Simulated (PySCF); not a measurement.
Basis and Hamiltonian dependence of the excitation energy of Bi

Bi [Xe] 4f14 5d10 6s2 6p3 (4S) → Bi [Xe] 4f14 5d10 6s1 6p3 6d1 (6D). All values are computed (PySCF 2.14, energy differences of UHF-based or UKS calculations, no spin-orbit coupling). Values in eV.

```
                                                                               basis    Hamiltonian  functions     UHF     LDA    PBE0  MP2 (valence)  CCSD(T) (valence)  CCSD(T) (valence and next inner shell)
                                                      aug-cc-pwCVDZ-PP with ECP60MDF            ECP         48  13.517  16.120  15.379         14.354             14.532                                  15.361
                             def2-TZVPPD with the def2 core potential (60 electrons)            ECP         56  13.010  15.665  14.918         13.923             14.096                                  14.903
                                                                     aug-cc-pVTZ-DK3  spin-free X2C         84  13.016  15.631  14.906         13.865             14.012                                     n/a
                                                        aug-cc-pVQZ-PP with ECP60MDF            ECP         92  12.830  15.528  14.767         13.777             13.897                                     n/a
                                                      aug-cc-pwCVTZ-PP with ECP60MDF            ECP         96  12.968  15.644  14.895         13.881             14.018                                     n/a
                   x2c-TZVPPall with one added diffuse shell each of s, p, d, f type  spin-free X2C         99  12.917  15.566  14.813         13.757             13.905                                  14.694
aug-cc-pVQZ-PP with one added diffuse shell each of s, p, d, f, g type with ECP60MDF            ECP        117  12.627  15.388  14.611         13.607                n/a                                     n/a
                                                                     aug-cc-pVQZ-DK3  spin-free X2C        118  12.939     n/a     n/a         13.865             13.983                                     n/a
                                                                   aug-cc-pwCVTZ-DK3  spin-free X2C        125  13.007  15.643  14.913         13.912             14.048                                     n/a
```

Frozen in the all-electron rows: valence: [Xe] 4f14 5d10; valence and next inner shell: [Kr] 4d10 4f14; with a core potential, the same shells as far as they lie outside it.

At UHF, aug-cc-pwCVDZ-PP with ECP60MDF, aug-cc-pVQZ-PP with one added diffuse shell each of s, p, d, f, g type with ECP60MDF lie more than 0.3 eV from the median of the rows with comparable relativity.

Spin-orbit coupling is strong in these open shells (close to jj coupling), so the scalar numbers refer to model states. The upper state lies above the first ionisation limit.
